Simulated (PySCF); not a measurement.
# What a mistake does to a calculation on B2FH4Si

All numbers below are calculated, not measured. They come from PySCF 2.14.0, an open-source quantum chemistry program, on an isolated molecule that a program drew, which may never have been made. The molecule is B2FH4Si (charge 0, doublet), drawn as the SMILES string `BB(F)[SiH2]`.

Each row is a Hartree-Fock (HF) and frozen-core CCSD(T) single point in the cc-pV(D+d)Z basis, meant for a local HF minimum. Run 1 is clean. Each other run has one planted mistake out of seven kinds, and not every kind appears here: one electron removed, one electron added, multiplicity raised by two, geometry at a saddle point, minimal basis STO-3G, one bond length entered in bohr, all coordinates scaled. The reference is restricted for singlets and unrestricted otherwise, and also for a bond in bohr. Adding or removing an electron swaps singlet and doublet. Electrons count all cores. HOMO and LUMO are orbital energies over both spins, the gradient is its largest component, and the lowest frequency (negative if imaginary) is given only where the gradient is small. Bond lengths are over the 7 bonds as drawn. T1 is the CCSD diagnostic: over 0.02 (restricted) or 0.045 (unrestricted) a single reference is doubtful.

Geometry of the clean run:
```xyz
8
B2FH4Si, angstrom
B     0.2834   -1.0791   -0.4262
B    -0.4762   -0.0890    0.7377
F    -1.6641    0.4812    0.4746
Si    0.3658    0.3513    2.5341
H     0.0329   -2.2522   -0.4995
H     1.1243   -0.6504   -1.1700
H     1.4734   -0.5315    2.9703
H    -0.5384    0.6607    3.6650
```

```
run  electrons  basis functions  <S^2>  HOMO (eV)  LUMO (eV)  gradient (hartree/bohr)  lowest frequency (cm^-1)  mean bond (Å)  longest bond (Å)      T1  HF (hartree)  CCSD(T) (hartree)                     mistake
  1         37               85  0.767      -8.71       0.68                  1.7e-05                       154         1.4926             2.032  0.0173    -440.04581         -440.53364                    no fault
  2         38               85  0.000      -0.88       6.05                  3.4e-02                         -         1.4926             2.032  0.0236    -440.04542         -440.57139          one electron added
  3         37               28  0.760      -5.85       5.71                  3.0e-02                         -         1.4926             2.032  0.0176    -434.67072         -434.83769        minimal basis STO-3G
  4         37               85  3.781      -7.26      -1.37                  5.7e-02                         -         1.4926             2.032  0.0241    -439.91580         -440.40597  multiplicity raised by two
  5         37               85  0.764      -8.29       0.09                  1.5e-05                      -205         1.4888             1.985  0.0180    -440.03943         -440.53084                           ?
```

**Which mistake was planted in run 5, and what did it cost?**

The gradient is small, so the point is stationary, but the lowest frequency is imaginary (-205 cm^-1). So the mistake is: geometry at a saddle point. Subtracting run 1 and multiplying by 627.51 kcal/mol a hartree, the energy moved by 4.0 kcal/mol in HF and 1.8 kcal/mol in CCSD(T).

Cautions from the logs. Run 2: T1 is over the limit, so its CCSD(T) energy is less reliable.
